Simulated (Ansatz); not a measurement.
Gas-phase electronic energies from Ansatz, PBE0-D4/def2-TZVP geometries. CCSD(T)/CBS adds triple-zeta CCSD(T) − MP2 to the extrapolated MP2 energy (def2 sets, frozen cores). DFT in def2-TZVPP. B3LYP here is the variant with VWN-RPA as its local correlation; programs differ in this. def2 core potentials past Kr. For Br, In outer-core shells are correlated without core-valence functions, which leaves a few kJ/mol of doubt a bond. Scalar relativity is left out up to krypton. One conformer a species, not always the lowest.

Reaction (substitution at a C–S bond): `CSB(O)Cl` + `[OH][InH][Br]` → `C[O][InH][Br]` + `OB(S)Cl`

```json
{"level": "PBE-D4", "ΔE (kJ/mol)": "45.5", "difference from CCSD(T)/CBS": "-2.8"}
{"level": "r2SCAN-D4", "ΔE (kJ/mol)": "45.7", "difference from CCSD(T)/CBS": "-2.6"}
{"level": "PBE0-D4", "ΔE (kJ/mol)": "46.7", "difference from CCSD(T)/CBS": "-1.6"}
{"level": "B3LYP-D4", "ΔE (kJ/mol)": "41.9", "difference from CCSD(T)/CBS": "-6.4"}
{"level": "ωB97X-V", "ΔE (kJ/mol)": "43.4", "difference from CCSD(T)/CBS": "-4.9"}
{"level": "ωB97M-V", "ΔE (kJ/mol)": "46.0", "difference from CCSD(T)/CBS": "-2.3"}
{"level": "B2PLYP", "ΔE (kJ/mol)": "44.1", "difference from CCSD(T)/CBS": "-4.2"}
{"level": "PBE", "ΔE (kJ/mol)": "45.0", "difference from CCSD(T)/CBS": "-3.3"}
{"level": "r2SCAN", "ΔE (kJ/mol)": "45.5", "difference from CCSD(T)/CBS": "-2.8"}
{"level": "PBE0", "ΔE (kJ/mol)": "46.4", "difference from CCSD(T)/CBS": "-1.9"}
{"level": "B3LYP", "ΔE (kJ/mol)": "41.1", "difference from CCSD(T)/CBS": "-7.2"}
{"level": "HF/def2-TZVPP", "ΔE (kJ/mol)": "37.1", "difference from CCSD(T)/CBS": "-11.2"}
{"level": "MP2/def2-TZVPP", "ΔE (kJ/mol)": "50.8", "difference from CCSD(T)/CBS": "2.5"}
{"level": "SCS-MP2/def2-TZVPP", "ΔE (kJ/mol)": "46.3", "difference from CCSD(T)/CBS": "-2.0"}
{"level": "CCSD/def2-TZVPP", "ΔE (kJ/mol)": "42.6", "difference from CCSD(T)/CBS": "-5.7"}
{"level": "CCSD(T)/def2-TZVPP", "ΔE (kJ/mol)": "43.7", "difference from CCSD(T)/CBS": "-4.6"}
{"level": "HF/def2-QZVPP", "ΔE (kJ/mol)": "37.4", "difference from CCSD(T)/CBS": "-10.9"}
{"level": "MP2/def2-QZVPP", "ΔE (kJ/mol)": "53.5", "difference from CCSD(T)/CBS": "5.2"}
{"level": "SCS-MP2/def2-QZVPP", "ΔE (kJ/mol)": "49.2", "difference from CCSD(T)/CBS": "0.9"}
{"level": "HF/CBS(def2)", "ΔE (kJ/mol)": "37.5", "difference from CCSD(T)/CBS": "-10.8"}
{"level": "MP2/CBS(def2)", "ΔE (kJ/mol)": "55.4", "difference from CCSD(T)/CBS": "7.1"}
{"level": "CCSD/CBS(def2)", "ΔE (kJ/mol)": "47.2", "difference from CCSD(T)/CBS": "-1.1"}
{"level": "CCSD(T)/CBS", "ΔE (kJ/mol)": "48.3", "difference from CCSD(T)/CBS": "0"}
```

Largest T1 diagnostic among the species: 0.014.

In def2-TZVPP, CCSD(T) changes the Hartree–Fock value by +6.5 kJ/mol (the triples alone add +1.1 kJ/mol) and MP2 by +13.7 kJ/mol.
